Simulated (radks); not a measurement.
The numbers below are computed, except where a source is named.
Tc+, configuration [Kr] 4d5 5s1 (the NIST ground configuration). Code: a radial shooting solver on a logarithmic mesh with Libxc functionals. Model: Dirac Kohn-Sham, PBEsol, spin-unpolarised, spherical densities, finite nucleus; open shells are shared between the two j in proportion to 2j + 1; Fermi nuclear charge, rms radius 4.4112 fm.

Radial electron density D(r) = 4 pi r^2 rho(r):

r (bohr)  D(r) (e/bohr)
0.005644          16.27
0.006518          19.84
0.007527          23.92
0.008693          28.46
0.01004           33.34
0.01159           38.40
0.01339           43.35
0.01546           47.86
0.01772           51.36
0.02046           53.90
0.02363           54.94
0.02729           54.42
0.03152           52.54
0.0364            49.95
0.04204           47.59
0.04855           46.59
0.05607           47.87
0.06475           51.73
0.07478           57.48
0.08636           63.40
0.09974           67.19
0.1143            67.05
0.132             62.46
0.1524            54.76
0.176             47.16
0.2033            43.04
0.2348            43.92
0.2711            48.21
0.3131            51.88
0.3616            50.94
0.4176            44.02
0.4823            33.21
0.557             22.56
0.6433            15.42
0.737             12.67
0.8511            12.49
0.9829            12.75
1.135             11.90
1.311             9.776
1.514             7.147
1.749             4.802
2.019             3.098
2.332             1.992
2.693             1.284
3.111            0.8050
3.592            0.4672
4.116            0.2505
4.753            0.1119
5.489           0.04184
6.339           0.01262
7.321          0.002946
8.455         0.0005121

D(r) has 4 maxima, at r = 0.0242, 0.106, 0.329, 0.967 bohr, and minima at 0.0485, 0.213, 0.798 bohr, inside which lie 2.06, 11.14, 29.26 electrons.
